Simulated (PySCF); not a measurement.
# Partial charges of `C=CC[C@H](C#N)S[SiH3]`

Species: C5H9NSSi.
SMILES with atom numbers: `[CH2:1]=[CH:2][CH2:3][C@H:4]([C:5]#[N:6])[S:7][SiH3:8]` (hydrogens: H9, H10 on C1; H11 on C2; H12, H13 on C3; H14 on C4; H15, H16, H17 on Si8)

Structure used (GFN2-xTB), in Å, numbered top down from 1:
```xyz
17
C5H9NSSi angstrom
C     -3.167    0.019    0.124
C     -1.935   -0.156    0.565
C     -0.731    0.509   -0.028
C      0.175   -0.530   -0.703
C      0.697   -1.476    0.240
N      1.147   -2.195    1.007
S      1.584    0.274   -1.596
Si     3.027    0.675   -0.047
H     -3.387    0.678   -0.699
H     -4.007   -0.482    0.573
H     -1.732   -0.826    1.391
H     -1.029    1.243   -0.779
H     -0.165    1.020    0.755
H     -0.376   -1.060   -1.487
H      3.920    1.589   -0.735
H      3.649   -0.578    0.349
H      2.322    1.308    1.061
```

Density: PBE0/pcSseg-1 (PySCF); schemes: Mulliken, IAO, Hirshfeld and ESP-fitted. Geometry: GFN2-xTB, one conformer, isolated molecule.

Task: Tabulate the Mulliken, IAO, Hirshfeld and ESP-fitted charges.

Result: In e:

```tsv
atom	environment	Mulliken	IAO	Hirshfeld	ESP-fitted
C1	terminal =CH2 carbon	-0.128	-0.310	-0.095	-0.545
C2	alkene CH carbon	-0.253	-0.142	-0.039	-0.093
C3	allylic carbon	-0.101	-0.251	-0.067	-0.009
C4	sp3 carbon bound to sulfur	-0.395	-0.208	-0.002	-0.078
C5	nitrile carbon	+0.140	+0.125	+0.082	+0.280
N6	nitrile nitrogen	-0.237	-0.238	-0.208	-0.418
S7	sulfur bonded to C and Si	-0.203	-0.175	-0.076	-0.301
Si8	SiH3 silicon	+0.464	+0.548	+0.299	+0.280
H9	vinylic hydrogen	+0.113	+0.146	+0.048	+0.230
H10	vinylic hydrogen	+0.124	+0.158	+0.052	+0.215
H11	vinylic hydrogen	+0.131	+0.152	+0.046	+0.154
H12	methylene hydrogen	+0.141	+0.154	+0.047	+0.075
H13	methylene hydrogen	+0.151	+0.154	+0.045	+0.075
H14	methine hydrogen	+0.210	+0.197	+0.065	+0.197
H15	Si–H hydrogen	-0.063	-0.095	-0.062	-0.010
H16	Si–H hydrogen	-0.033	-0.100	-0.066	-0.011
H17	Si–H hydrogen	-0.061	-0.116	-0.069	-0.042
```

Mean size of the charges over all atoms: IAO 0.192 e, ESP-fitted 0.177 e, Mulliken 0.173 e, Hirshfeld 0.080 e. Each set sums to the total charge, 0, to within 0.001 e. The Mulliken scheme gives each basis function's population to the atom it is centred on and halves the overlap population of two atoms between them.

Lowest charge. The schemes don't all agree: Mulliken C4 (-0.395); IAO C1 (-0.310); Hirshfeld N6 (-0.208); ESP-fitted C1 (-0.545).

Highest charge. All schemes include Si8: Mulliken Si8 (+0.464); IAO Si8 (+0.548); Hirshfeld Si8 (+0.299); ESP-fitted C5 and Si8 (+0.280).

Task: Sum the charges by element, for elements with more than one atom.

Result: 
| element | atoms | Mulliken | IAO | Hirshfeld | ESP-fitted |
| --- | --- | --- | --- | --- | --- |
| C | 5 | -0.736 | -0.786 | -0.120 | -0.445 |
| H | 9 | +0.713 | +0.651 | +0.105 | +0.884 |

Task: How many electrons does the ESP-fitted scheme count on N6?

Result: Z − q = 7 − (-0.418) = 7.418.
